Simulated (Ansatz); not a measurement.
CH3ClO3W (`C[O][W](=[O])(=[O])[Cl]`), 9 atoms. Total charge 0; spin multiplicity 1. Correlated methods include outer-core shells of W, which these sets cover unevenly. W: def2 effective core potential. All runs use 4 threads of an Arm Neoverse V2 on a shared host. Correlated methods freeze the cores.

(1) Give the basis size and wall time and peak host memory of each of these runs in Ansatz. RKS PBE0-D4/def2-QZVPP energy; RKS BHLYP-D4/def2-TZVPP energy; RKS ωB97M-V/def2-SVP energy; RHF-MP2/def2-QZVPP energy; RKS ωB97M-V/def2-QZVPP energy; RKS PBE0-D4/def2-SVP energy; RKS PBE0-D4/def2-TZVP relaxation (16 steps); RKS revPBE-D4/def2-TZVPP energy; RKS HSE06 (plane-wave form)-D4/def2-TZVPP energy; RKS ωB97X-V/def2-TZVPP energy; RHF-CCSD(T)/def2-SVP energy; RHF-CCSD(T)/def2-TZVPP energy. (Best estimate.)

Results:

(1) Computed: Other jobs shared the machine, so times are rough.

```tsv
level	job	functions	wall time	peak host memory (GiB)
RKS PBE0-D4/def2-SVP	energy	121	1.4 s	0.31
RKS revPBE-D4/def2-TZVPP	energy	264	2.6 s	0.37
RKS BHLYP-D4/def2-TZVPP	energy	264	4.1 s	0.8
RKS HSE06 (plane-wave form)-D4/def2-TZVPP	energy	264	4.2 s	0.8
RKS ωB97M-V/def2-SVP	energy	121	6 s	0.44
RKS PBE0-D4/def2-QZVPP	energy	469	9.5 s	1.8
RKS ωB97X-V/def2-TZVPP	energy	264	11 s	0.92
RHF-MP2/def2-QZVPP	energy	469	18 s	2.7
RHF-CCSD(T)/def2-SVP	energy	121	19 s	0.83
RKS ωB97M-V/def2-QZVPP	energy	469	22 s	2.2
RKS PBE0-D4/def2-TZVP	relaxation (16 steps)	219	73 s	0.65
RHF-CCSD(T)/def2-TZVPP	energy	264	7.4 min	7.7
```
